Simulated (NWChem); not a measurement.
A series in which one site is exchanged, each optimised at PBE0/def2-SVP with NWChem, gas phase unless a solvent is named. All stand in one matching conformer (torsions within 35°), which need not be the lowest. For some, no frequency run checked for a minimum. def2 effective core potentials on Cd, Te, I; no spin-orbit coupling.

A: [SiH3]O[Te]I (SiH3TeOI; site = Te)
B: [SiH3][O][Be][I] (BeSiH₃OI; site = Be)
C: [SiH3][O][Cd][I] (CdSiH$_{3}$OI; site = Cd)
D: [SiH3][O][Mg][I] (MgSiH3OI; site = Mg)

Values for A:

```
Property                                            Result
--------------------------------------------------  ------
dipole (D), PBE0/def2-SVP                             1.33
orbital gap (eV), PBE0/def2-SVP                       3.47
static polarisability, PBE/def2-SVPD (bohr³)         113.6
lowest singlet excitation, PBE/def2-SVPD, TDA (eV)    1.96
```

Q: How do these values change for the other members?

A: 
```json
[
 {"change from A": "dipole (D), PBE0/def2-SVP", "B": "-0.12", "C": "-0.67", "D": "-1.14"},
 {"change from A": "orbital gap (eV), PBE0/def2-SVP", "B": "+3.94", "C": "+2.18", "D": "+2.55"},
 {"change from A": "static polarisability, PBE/def2-SVPD (bohr³)", "B": "-29.2", "C": "-9.2", "D": "-19.0"},
 {"change from A": "lowest singlet excitation, PBE/def2-SVPD, TDA (eV)", "B": "+3.49", "C": "+1.75", "D": "+2.28"}
]
```
